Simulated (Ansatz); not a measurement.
Ansatz (an electronic-structure program) input:

Ansatz 0.2 input:
```yaml
crystal:
  periodic: [false, false, false]
  atoms:
    - {symbol: In, position_ang: [-0.00000000, -0.00000000, -2.01938987]}
    - {symbol: O, position_ang: [0.00000000, 0.00000000, 0.00000000]}
    - {symbol: In, position_ang: [0.00000000, 0.00000000, 2.01938987]}
basis:
  gaussian:
    orbitals: def2-TZVPD
hamiltonian:
  xc: {name: B2PLYP}
total_charge: 1
magnetization: {spin_polarized: true, initial_magnetization: 1}
correlation: {electrons: outside_noble_gas}
```

### Question
Which total energy does the run end on?

### Answer
-454.73296 Eh (B2PLYP/def2-TZVPD). The basis has 152 functions.
